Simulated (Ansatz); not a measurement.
Born–Oppenheimer molecular dynamics of ClFGeH₄O₂ (9 atoms, charge 0, multiplicity 1). It starts at the highest image of a converged band. Of that band: Neighbouring images differ by up to 2.7 eV, so the band resolves the path poorly. A vibrational analysis at the climbing image gives one clearly imaginary mode, 1392i cm⁻¹: a first-order saddle point.

These are results of RHF/def2-SVP in Ansatz 0.2.0, not measurements.

```
ensemble                      : NVE (velocity Verlet)
time step                     : 0.5 fs
steps asked                   : 200
starting velocities drawn for : 300 K
seed                          : 11551
```

First frame:

```xyz
9
Properties=species:S:1:pos:R:3
Ge 0.215 0.090 0.090
H 0.080 -0.183 1.794
O 1.795 0.116 -0.585
H 2.008 -0.689 -1.040
F -1.124 0.911 -0.563
O -0.272 -1.567 -0.179
H -1.189 -1.734 -0.338
Cl 0.763 2.218 1.323
H 0.328 0.713 1.873
```

Question: How far do the bonds stretch over the last three quarters of this one trajectory? (Pairs bonded in most of those frames.)

Answer: 
| bond | mean (Å) | spread (Å) | shortest | longest |
| --- | --- | --- | --- | --- |
| Ge1–H2 | 1.520 | 0.066 | 1.41 | 1.61 |
| Ge1–O3 | 1.740 | 0.031 | 1.69 | 1.78 |
| Ge1–F5 | 1.725 | 0.008 | 1.71 | 1.74 |
| Ge1–O6 | 1.744 | 0.013 | 1.73 | 1.77 |
| O3–H4 | 0.949 | 0.020 | 0.92 | 0.98 |
| O6–H7 | 0.946 | 0.016 | 0.92 | 0.97 |
| Cl8–H9 | 1.335 | 0.127 | 1.14 | 1.52 |

Mean temperature of the second half: 2605 K. The conserved energy stayed within 0.93 meV per atom of its start (net change 0.14 meV per atom), so the integration is sound. The kinetic energy rose, since the run started high on the potential surface and went downhill. It ends in pieces (ClH + FGeH3O2), so much of that is their flight and rotation, not heat. A run of 0.1 ps of so small a system gives no equilibrium averages. The orbitals stay closed-shell, which can raise the energy where a bond breaks towards radicals; this wasn't checked here.

Run time: 4.6 min on 2 threads of Arm Neoverse V2, on a shared host, peak memory 0.26 GiB.
